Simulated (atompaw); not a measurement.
# What one change does to a pseudopotential (Rb (Z = 37), PAW (atompaw))

Rb (Z = 37), PAW, made with atompaw 4.2.0.5 (PBE, non-relativistic). Core [Ar] 3d10, reference 4s2 4p6 4d0 5s0 5p0 (charge +1). Waves: 4s (bound); 5s (bound, empty); 4p (bound); 5p (bound, empty); 4d (bound, empty); 4d channel at 4.25 Ry. Local part: bessel scheme, radius 2.65 bohr. Core correction: smooth core density matched at 2.30 bohr. Augmentation charge: besselshape compensation charge, radius 2.45 bohr; PAW radius 3.00 bohr; waves and projectors: bloechl.

Change: local potential bessel scheme, radius 2.54 bohr.

Cutoffs: the cutoffs (Ry, on a coarse ladder) from which the occupation-weighted sum of valence levels, in a spherical-Bessel basis at the reference potential, stays within 10 and 1 mRy of its value at 400 Ry; they do not see the model core or the augmentation charge, which bear on the density cutoff.

Problem. What does the change do?

Solution. The potential gets softer (15 Ry and 21 Ry → 15 Ry and 18 Ry); neither file shows a bound ghost.

| quantity | base | changed |
| --- | --- | --- |
| cutoff, loose | 15 Ry | 15 Ry |
| cutoff, tight | 21 Ry | 18 Ry |
| bound ghosts | none | none |
| s: phases at 3.02 bohr within 0.05 rad from the reference energy up to (Ry; the scan ends near 5) | 4.0 | 3.9 |
| p: phases at 3.02 bohr within 0.05 rad from the reference energy up to (Ry; the scan ends near 5) | to the end of the scan | to the end of the scan |
| d: phases at 3.02 bohr within 0.05 rad from the reference energy up to (Ry; the scan ends near 5) | to the end of the scan | to the end of the scan |
| lowest overlap eigenvalue by channel | s 0.48, p 0.71, d 0.99 | s 0.48, p 0.71, d 0.98 |

 The cutoffs see the waves, projectors and local potential, not the compensation charge or the core.
